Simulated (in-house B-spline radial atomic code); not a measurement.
Re²⁺. Computed with a B-spline radial atomic code. Model: all-electron spherical atom, spin shells full or empty, radial basis limit, no spin-orbit coupling, Breit or QED, empty-state partial waves extrapolated as (l+1/2)^-4, RPA, G0W0 and static COHSEX of the highest shell as one setting changes (uncorrelated shells keep exact exchange).

Empty levels are discrete states of a finite basis, so the steps are uneven.

Without the two-electron picture change, core correlation of heavy ions comes too large.

Given: element Re; charge 2; filled core Xe; hamiltonian one-electron scalar X2C; mean-field start PBE0; highest l of empty states 9; nuclear rms radius 5.3698 fm; lowest nl shells left uncorrelated 11; highest mean-field shell 5d up; box radius 17.55 bohr.

Shell: 4f 7 7, 5d 5 0 (electrons up and down).

| highest empty level kept (hartree) | RPA correlation energy (hartree) | G0W0 level (eV) | G0W0 minus most complete (meV) | COHSEX level (eV) | linearised minus solved G0W0 (meV) |
| --- | --- | --- | --- | --- | --- |
| 3 | -0.19256 | -27.846 | 551.8 | -29.392 | -152.1 |
| 6 | -0.32155 | -28.047 | 350.9 | -29.969 | -187.9 |
| 10.5 | -0.46027 | -28.182 | 216.2 | -30.348 | -221.6 |
| 18 | ? | ? | ? | ? | ? |
| 30 | -0.87213 | -28.344 | 54.6 | -30.859 | -274.5 |
| 54 | -0.98717 | -28.373 | 25 | -30.974 | -286 |
| 90 | -1.0622 | -28.385 | 12.7 | -31.032 | -291 |
| 180 | -1.1197 | -28.393 | 5 | -31.073 | -294.3 |
| 360 | -1.1469 | -28.397 | 0.7 | -31.097 | -296 |
| 750 | ? | ? | ? | ? | ? |
| 1800 | -1.1517 | -28.398 | 0 | -31.101 | -296.3 |
| 6000 | -1.1517 | -28.398 | 0 | -31.101 | -296.3 |

Q: What follows for highest empty level kept = 750?

A: RPA correlation energy -1.151 hartree; G0W0 level -28.398 eV; G0W0 minus most complete 0.1 meV; COHSEX level -31.1 eV; linearised minus solved G0W0 -296.3 meV.

Q: What follows for highest empty level kept = 18?

A: RPA correlation energy -0.72001 hartree; G0W0 level -28.295 eV; G0W0 minus most complete 103.4 meV; COHSEX level -30.68 eV; linearised minus solved G0W0 -256.6 meV.
